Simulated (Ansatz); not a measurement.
Reaction (β-hydride elimination): `CN(C)B(N)N` → `NBN` + `C=NC`

Isolated molecules relaxed with PBE0-D4/def2-TZVP in Ansatz; ΔE leaves out vibrations. CCSD(T)/CBS adds triple-zeta CCSD(T) − MP2 to the extrapolated MP2 energy (def2 sets, frozen cores). DFT in def2-TZVPP. HSE06 is defined as in plane-wave codes. One conformer a species, not always the lowest.

`CN(C)B(N)N`:

Cartesian coordinates in Å:
```
C 1.008 0.371 -1.390
N 0.482 0.064 -0.090
C 1.495 -0.047 0.922
B -0.912 -0.118 0.171
N -1.398 -0.151 1.515
N -1.836 -0.267 -0.910
H 1.687 1.233 -1.344
H 0.205 0.632 -2.080
H 1.578 -0.466 -1.820
H 1.080 -0.460 1.841
H 2.299 -0.721 0.599
H 1.961 0.922 1.155
H -0.903 0.267 2.280
H -2.365 -0.321 1.721
H -1.559 -0.586 -1.820
H -2.823 -0.352 -0.751
```

`NBN`:

Cartesian coordinates in Å:
```
N -0.113 0.639 1.071
B 0.043 -0.443 0.183
N 0.079 -0.285 -1.217
H -0.209 1.598 0.788
H -0.136 0.509 2.065
H 0.149 -1.548 0.638
H 0.190 -1.067 -1.835
H -0.002 0.596 -1.692
```

`C=NC`:

Z-matrix (Å, degrees):
```
C
N 1 1.439
H 1 1.093 2 109.0
H 1 1.093 2 109.1 3 116.1
H 1 1.100 2 113.7 3 -121.9
C 2 1.257 1 117.9 3 121.5
H 6 1.090 2 119.4 1 -179.9
H 6 1.100 2 123.2 1 0.1
```

```tsv
level	ΔE (kJ/mol)
r2SCAN0-D4	192.8
HSE06-D4	188.5
BHLYP-D4	182.2
LC-ωPBE	187.2
```

(1) What does CCSD(T)/CBS give? (An estimate is asked.)

Largest T1 diagnostic among the species: 0.011.

Results:

(1) Ansatz gave: +176.1 kJ/mol. The listed levels differ from it by 16.7, 12.4, 6.1, 11.1 kJ/mol.

From BLYP to BHLYP (50 % exact exchange), in def2-TZVPP and without D4, ΔE moves by +42.8 kJ/mol. In def2-TZVPP, CCSD(T) changes the Hartree–Fock value by +26.6 kJ/mol (the triples alone add +0.2 kJ/mol) and MP2 by +38.7 kJ/mol. Leaving LDA and LC-ωPBE aside and taking each functional with its dispersion term where it has one, the values, not all of them listed here, spread over 40.8 kJ/mol, from BLYP-D4 to r2SCAN0-D4. LDA lies +62.9 kJ/mol from PBE without D4.

CCSD(T)/CBS has its own doubt, a few kJ/mol and more with outer-core shells, so smaller differences from it don't rank the levels.
